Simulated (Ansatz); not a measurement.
The cluster Sn4Cl4. The state is a singlet with charge 0. Geometry PBE0-D4/def2-SVP, basis def2-TZVP, Ansatz.

Cartesian coordinates in Å:
```
Sn -1.0418 -1.0886 1.4943
Sn 1.0271 -0.5073 -0.7527
Sn 0.4532 1.5236 1.9571
Sn -2.3283 0.2002 -0.9465
Cl 0.7283 -2.7732 0.5668
Cl -0.6295 2.2912 -0.4410
Cl -0.9202 -0.6872 -2.8342
Cl 2.7113 1.0413 0.9562
```

```json
{"run": "A", "HOMO (eV)": "-4.63", "LUMO (eV)": "-3.24"}
{"run": "B", "HOMO (eV)": "-5.04", "LUMO (eV)": "-3.41"}
{"run": "C", "HOMO (eV)": "-5.59", "LUMO (eV)": "-2.89"}
{"run": "D", "HOMO (eV)": "-4.82", "LUMO (eV)": "-3.41"}
```

In the def2 sets Sn takes a core potential; there is no spin–orbit coupling. Another isomer (singlet) lies 0.31 eV lower at PBE0-D4/def2-TZVP; other spin states weren't run for this one.

Task: The runs used BLYP, PBE, PBE0, r2SCAN. Estimate which is which.

Result: A BLYP (0 % exact exchange); B r2SCAN (0 % exact exchange); C PBE0 (25 % exact exchange); D PBE (0 % exact exchange). Exact exchange lowers occupied and raises empty levels; among semilocal functionals meta-GGAs tend to open the gap a little, and such runs are hard to tell apart. The gap grows from 1.39 eV (BLYP) to 2.70 eV (PBE0).
